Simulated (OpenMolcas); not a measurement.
**What dynamic correlation does to the levels of N²⁺**

| Item | Value |
| --- | --- |
| Program | OpenMolcas |
| Basis | ANO-RCC-VDZP [3s2p1d] |
| Scalar Hamiltonian | DKH2, point nucleus |
| Active space | 3 electrons in 4 orbitals (2s 2p) |
| State averaging | 2S+1 = 4 odd, 1 root; 2S+1 = 2 odd, 8 roots (3 in the spin-orbit step); 2S+1 = 4 even, 3 roots; 2S+1 = 2 even, 9 roots |
| Spin-orbit coupling | RASSI with atomic mean-field integrals over the reference wave functions, term energies averaged over their components |

Methods on the same reference wave functions:
A. CASSCF
B. SS-CASPT2, IPEA 0.25 Eh, imaginary shift 0.1 Eh (closed shells correlated: 1s)

Energies in cm-1 above 2s2 2p 2P* 1/2, the measured ground level; measured values from Moore, Selected Tables of Atomic Spectra, NSRDS-NBS 3, section 5.

| Level | A | B | Measured |
| --- | --- | --- | --- |
| 2s2 2p 2P* 1/2 | 0.0 | 0.0 | 0.0 |
| 2s2 2p 2P* 3/2 | 160 | 160 | 174 |
| 2s 2p2 4P 1/2 | 51541 | 54893 |  |
| 2s 2p2 4P 3/2 | 51599 | 54951 | 57247 |
| 2s 2p2 4P 5/2 | 51696 | 55047 | 57328 |
| 2s 2p2 2D 3/2 | 107053 | 102821 | 101031 |
| 2s 2p2 2D 5/2 | 107054 | 102822 | 101024 |
| 2s 2p2 2S 1/2 | 136361 | 134058 | 131004 |
| 2s 2p2 2P 1/2 | 157185 | 150564 | 145876 |
| 2s 2p2 2P 3/2 | 157295 | 150674 | 145986 |

Deviations, from unrounded energies. A percentage is the sum of absolute deviations over the sum of measured energies, with the sign that they share, or ± where signs differ.

```json
{"Against measurement": "mean absolute deviation (cm-1)", "Levels": "8", "A": "6400", "B": "2600"}
{"Against measurement": "fine structure of the ground term (%)", "Levels": "1", "A": "-8.5", "B": "-8.5"}
{"Against measurement": "other configurations (%)", "Levels": "7", "A": "±6.9", "B": "±2.8"}
```

B lies closest to measurement on these levels. The largest miss of B in the table is 2s 2p2 2P 3/2, by +4700 cm-1. The ranking rests on the paired levels alone, and a cruder setting can come out closer through cancelling errors.

The lowest spin-free term lies below A's lowest term by 0.027 hartree in B.

Measured partners are found by configuration, term and J. A level has none where our copy of the source lacks it or the pairing is in doubt (some pairs that miss far off the trend of their configuration count as doubtful), and it then counts in no deviation. Levels of configurations outside the active space are missing. The table leaves out levels that lie high or whose names do not pair safely across all columns.

* marks odd parity.
